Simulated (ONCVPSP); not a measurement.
**Plane-wave convergence, ONCV potential for La**

ONCVPSP 4.0.1 input, shortened (lines: element, Z, core and valence counts, functional; n l f; lmax; l rc ep ncon nbas qcut; lloc lpopt rc5 dvloc0; l nproj debl; icmod fcfact rcfact), PBE, fully relativistic:

```
  La 57.00    9    4        4      upf
    1    0    2.00
    2    0    2.00
    2    1    6.00
    3    0    2.00
    3    1    6.00
    3    2   10.00
    4    0    2.00
    4    1    6.00
    4    2   10.00
    5    0    2.00
    5    1    6.00
    5    2    1.00
    6    0    1.50
    3
    0    2.85    0.00    3    8    5.10
    1    2.35    0.00    3    7    7.40
    2    2.15    0.00    3    7    5.10
    3    2.15    0.10    4    7    5.70
    2    5    2.15    0.00
    0    2    3.30
    1    3    2.50
    2    0    3.00
    3    1    0.80
    3    3.75    1.05
```

Open shells are filled in proportion to 2j + 1.

In the f channel the program set the typed energies aside and used -0.257 Ha (j = l + 1/2; the other j can differ).

**Question.** For each optimised wave give the share of its norm inside rc, the residual kinetic energy above qcut (Ha) and the cutoffs (Ha) for errors of 10, 1, 0.1 and 0.01 mHa per electron.

**Answer.**

```json
{"wave": "5s", "norm inside rc": "0.982", "residual KE": "2.6e-08", "10 mHa": "4.2", "1 mHa": "6.9", "0.1 mHa": "8.7", "0.01 mHa": "10.2"}
{"wave": "6s", "norm inside rc": "0.140", "residual KE": "3.4e-08", "10 mHa": "2.0", "1 mHa": "6.6", "0.1 mHa": "8.6", "0.01 mHa": "10.3"}
{"wave": "5p j=3/2", "norm inside rc": "0.817", "residual KE": "4.6e-09", "10 mHa": "10.7", "1 mHa": "15.0", "0.1 mHa": "18.3", "0.01 mHa": "21.1"}
{"wave": "p projector 2 j=3/2", "norm inside rc": "0.160", "residual KE": "5.6e-09", "10 mHa": "11.6", "1 mHa": "15.8", "0.1 mHa": "18.9", "0.01 mHa": "21.4"}
{"wave": "p projector 3 j=3/2", "norm inside rc": "0.150", "residual KE": "3.5e-07", "10 mHa": "15.0", "1 mHa": "19.8", "0.1 mHa": "22.7", "0.01 mHa": "25.1"}
{"wave": "5p j=1/2", "norm inside rc": "0.852", "residual KE": "5.0e-09", "10 mHa": "10.6", "1 mHa": "15.1", "0.1 mHa": "18.4", "0.01 mHa": "21.2"}
{"wave": "p projector 2 j=1/2", "norm inside rc": "0.175", "residual KE": "7.0e-09", "10 mHa": "11.4", "1 mHa": "15.9", "0.1 mHa": "19.1", "0.01 mHa": "21.6"}
{"wave": "p projector 3 j=1/2", "norm inside rc": "0.156", "residual KE": "3.8e-07", "10 mHa": "15.0", "1 mHa": "20.0", "0.1 mHa": "22.9", "0.01 mHa": "25.3"}
{"wave": "5d j=5/2", "norm inside rc": "0.298", "residual KE": "3.2e-06", "10 mHa": "4.1", "1 mHa": "5.6", "0.1 mHa": "7.1", "0.01 mHa": "11.2"}
{"wave": "5d j=3/2", "norm inside rc": "0.314", "residual KE": "3.5e-06", "10 mHa": "4.3", "1 mHa": "5.8", "0.1 mHa": "7.2", "0.01 mHa": "11.1"}
{"wave": "f projector 1 j=7/2", "norm inside rc": "0.915", "residual KE": "3.3e-02", "10 mHa": "27.3", "1 mHa": "43.4", "0.1 mHa": "58.5", "0.01 mHa": "92.7"}
{"wave": "f projector 1 j=5/2", "norm inside rc": "0.918", "residual KE": "3.4e-02", "10 mHa": "27.5", "1 mHa": "43.5", "0.1 mHa": "58.6", "0.01 mHa": "92.8"}
```

The occupied waves need 15 Ha and 18 Ha for 1 and 0.1 mHa. The cutoffs count occupied waves only; projector 1 of the f channel, the hardest unoccupied one, needs 43 Ha at the loose tolerance.
